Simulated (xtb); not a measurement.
HO2 (SMILES [O]O), doublet, from a rough starting geometry; GFN2-xTB in xtb.

Here is a job for xtb.
```
$ xtb mol.xyz --gfn 2 --uhf 1 --opt vtight --json

# file mol.xyz
3

O     -0.17306519     0.42826457     0.03514603
O      0.98618113    -0.14663946    -0.00907709
H     -0.88520209    -0.23562516     0.03646219
```

The log (banner, timings and long lists left out):

```
   ID    Z sym.   atoms
    1    8 O      1, 2
    2    1 H      3

           -------------------------------------------------
          |                Calculation Setup                |
           -------------------------------------------------

           -------------------------------------------------
          |                 G F N 2 - x T B                 |
           -------------------------------------------------

          ...................................................
          :                      SETUP                      :
          :.................................................:
          :  # basis functions                   9          :
          :  # atomic orbitals                   9          :
          :  # shells                            5          :
          :  # electrons                        13          :
          :  max. iterations                   250          :
          :  Hamiltonian                  GFN2-xTB          :
          :  restarted?                      false          :
          :  GBSA solvation                  false          :
          :  PC potential                    false          :
          :  electronic temp.          300.0000000     K    :
          :  accuracy                    1.0000000          :
          :  -> integral cutoff          0.2500000E+02      :
          :  -> integral neglect         0.1000000E-07      :
          :  -> SCF convergence          0.1000000E-05 Eh   :
          :  -> wf. convergence          0.1000000E-03 e    :
          :  Broyden damping             0.4000000          :
          :  net charge                          0          :
          :  unpaired electrons                  1          :
          ...................................................

 iter      E             dE          RMSdq      gap      omega  full diag
   1     -8.4660899 -0.846609E+01  0.529E+00   10.81       0.0  T
   2     -8.4770604 -0.109705E-01  0.328E+00   10.64       1.0  T
   3     -8.4774098 -0.349341E-03  0.136E+00   10.67       1.0  T
   4     -8.4775216 -0.111864E-03  0.158E-01   10.66       1.0  T
   5     -8.4775334 -0.117342E-04  0.549E-02   10.67       1.1  T
   6     -8.4775356 -0.223580E-05  0.356E-02   10.68       1.6  T
   7     -8.4775371 -0.150350E-05  0.702E-03   10.68       8.2  T
   8     -8.4775371 -0.146235E-07  0.311E-03   10.68      18.6  T
   9     -8.4775371 -0.124427E-07  0.344E-04   10.68     167.8  T
  10     -8.4775371 -0.755680E-10  0.387E-05   10.68    1492.4  T

   *** convergence criteria satisfied after 10 iterations ***

         :::::::::::::::::::::::::::::::::::::::::::::::::::::
         ::                     SUMMARY                     ::
         :::::::::::::::::::::::::::::::::::::::::::::::::::::
         :: total energy              -8.459377573384 Eh    ::
         :: gradient norm              0.017626799131 Eh/a0 ::
         :: HOMO-LUMO gap             10.675708673226 eV    ::
         ::.................................................::
         :: SCC energy                -8.477537119113 Eh    ::
         :: -> isotropic ES            0.018106740384 Eh    ::
         :: -> anisotropic ES          0.001345790729 Eh    ::
         :: -> anisotropic XC         -0.009121311620 Eh    ::
         :: -> dispersion             -0.000317100507 Eh    ::
         :: repulsion energy           0.018159545730 Eh    ::
         :: add. restraining           0.000000000000 Eh    ::
         :: total charge              -0.000000000000 e     ::
         :::::::::::::::::::::::::::::::::::::::::::::::::::::

      -----------------------------------------------------------
     |                   =====================                   |
     |                        A N C O P T                        |
     |                   =====================                   |
     |               Approximate Normal Coordinate               |
     |                Rational Function Optimizer                |
      -----------------------------------------------------------
      -----------------------------------------------------------
     |                   =====================                   |
     |                        A N C O P T                        |
     |                   =====================                   |
     |               Approximate Normal Coordinate               |
     |                Rational Function Optimizer                |
      -----------------------------------------------------------

          ...................................................
          :                      SETUP                      :
          :.................................................:
          :   optimization level         verytight          :
          :   max. optcycles                   200          :
          :   ANC micro-cycles                  20          :
          :   degrees of freedom                 3          :
          :.................................................:
          :   RF solver                   davidson          :
          :   write xtbopt.log                true          :
          :   linear?                        false          :
          :   energy convergence         0.1000000E-06 Eh   :
          :   grad. convergence          0.2000000E-03 Eh/α :
          :   maxmium RF displ.          1.0000000          :
          :   Hlow (freq-cutoff)         0.1000000E-01      :
          :   Hmax (freq-cutoff)         5.0000000          :
          :   S6 in model hess.         20.0000000          :
          ...................................................

generating ANC from exact Hessian ...
Using Lindh-Hessian (1995)
 Shifting diagonal of input Hessian by    0.0000000000000000
 Lowest  eigenvalues of input Hessian
    0.000000    0.000000    0.000000    0.000000    0.000000    0.000000
    0.306861    1.178126    1.655191
 Highest eigenvalues
[...]
 * total energy  :    -8.4593776 Eh     change       -0.2122746E-11 Eh
 * total energy  :    -8.4595790 Eh     change       -0.2014456E-03 Eh
 * total energy  :    -8.4596265 Eh     change       -0.4750534E-04 Eh
 * total energy  :    -8.4596281 Eh     change       -0.1625563E-05 Eh
 * total energy  :    -8.4596283 Eh     change       -0.1101597E-06 Eh
 * total energy  :    -8.4596283 Eh     change       -0.8642397E-08 Eh
   *** GEOMETRY OPTIMIZATION CONVERGED AFTER 6 ITERATIONS ***
[...]
 ---------------------------------

           -------------------------------------------------
          |                Final Singlepoint                |
           -------------------------------------------------

          ...................................................
          :                      SETUP                      :
          :.................................................:
          :  # basis functions                   9          :
          :  # atomic orbitals                   9          :
          :  # shells                            5          :
          :  # electrons                        13          :
          :  max. iterations                   250          :
          :  Hamiltonian                  GFN2-xTB          :
          :  restarted?                      false          :
          :  GBSA solvation                  false          :
          :  PC potential                    false          :
          :  electronic temp.          300.0000000     K    :
          :  accuracy                    1.0000000          :
          :  -> integral cutoff          0.2500000E+02      :
          :  -> integral neglect         0.1000000E-07      :
          :  -> SCF convergence          0.1000000E-05 Eh   :
          :  -> wf. convergence          0.1000000E-03 e    :
          :  Broyden damping             0.4000000          :
          :  net charge                          0          :
          :  unpaired electrons                  1          :
          ...................................................

 iter      E             dE          RMSdq      gap      omega  full diag
   1     -8.4761750 -0.847618E+01  0.212E-05   10.54       0.0  T
   2     -8.4761750 -0.284217E-13  0.137E-05   10.54    4216.7  T
   3     -8.4761750 -0.337508E-13  0.150E-06   10.54   38378.4  T

   *** convergence criteria satisfied after 3 iterations ***

         :::::::::::::::::::::::::::::::::::::::::::::::::::::
         ::                     SUMMARY                     ::
         :::::::::::::::::::::::::::::::::::::::::::::::::::::
         :: total energy              -8.459628268736 Eh    ::
         :: gradient norm              0.000007378708 Eh/a0 ::
         :: HOMO-LUMO gap             10.535455591027 eV    ::
         ::.................................................::
         :: SCC energy                -8.476175047516 Eh    ::
         :: -> isotropic ES            0.018328075231 Eh    ::
         :: -> anisotropic ES          0.001077045569 Eh    ::
         :: -> anisotropic XC         -0.008697067257 Eh    ::
         :: -> dispersion             -0.000316932649 Eh    ::
         :: repulsion energy           0.016546778780 Eh    ::
         :: add. restraining           0.000000000000 Eh    ::
         :: total charge               0.000000000000 e     ::
         :::::::::::::::::::::::::::::::::::::::::::::::::::::

           -------------------------------------------------
          |                Property Printout                |
           -------------------------------------------------

    * Orbital Energies and Occupations

         #    Occupation            Energy/Eh            Energy/eV
      -------------------------------------------------------------
         1        2.0000           -0.7786500             -21.1881
         2        2.0000           -0.7190271             -19.5657
         3        2.0000           -0.6553276             -17.8324
         4        2.0000           -0.6047640             -16.4565
         5        2.0000           -0.6041456             -16.4396
         6        2.0000           -0.4617854             -12.5658
         7        1.0000           -0.4278885             -11.6434 (HOMO)
         8                         -0.0407176              -1.1080 (LUMO)
         9                          0.0802843               2.1846
      -------------------------------------------------------------
                  HL-Gap            0.3871709 Eh           10.5355 eV
             Fermi-level           -0.3395700 Eh           -9.2402 eV

     #   Z          covCN         q      C6AA      α(0)
     1   8 O        1.775    -0.121    16.127     5.423
     2   8 O        0.972    -0.216    18.283     5.735
     3   1 H        0.802     0.337     0.620     1.237

 Mol. C6AA /au·bohr⁶  :         82.176452
 Mol. C8AA /au·bohr⁸  :       1594.940244
 Mol. α(0) /au        :         12.394762

Wiberg/Mayer (AO) data.
largest (>0.10) Wiberg bond orders for each atom

 ---------------------------------------------------------------------------
     #   Z sym  total        # sym  WBO       # sym  WBO       # sym  WBO
 ---------------------------------------------------------------------------
     1   8 O    2.311 --     2 O    1.443     3 H    0.867
     2   8 O    1.463 --     1 O    1.443
     3   1 H    0.886 --     1 O    0.867
 ---------------------------------------------------------------------------

Topologies differ in total number of bonds
Writing topology from bond orders to xtbtopo.mol

molecular dipole:
                 x           y           z       tot (Debye)
 q only:       -0.921      -0.194       0.019
   full:       -1.128      -0.330       0.020       2.987
molecular quadrupole (traceless):
                xx          xy          yy          xz          yz          zz
 q only:        0.189       0.611      -0.119      -0.043      -0.028      -0.070
  q+dip:       -0.597       1.622       0.002       0.008      -0.075       0.595
   full:       -0.336       1.225      -0.376      -0.006      -0.077       0.712

optimized geometry written to: xtbopt.xyz

           -------------------------------------------------
          | TOTAL ENERGY               -8.459628268736 Eh   |
          | GRADIENT NORM               0.000007378708 Eh/α |
          | HOMO-LUMO GAP              10.535455591027 eV   |
           -------------------------------------------------
```
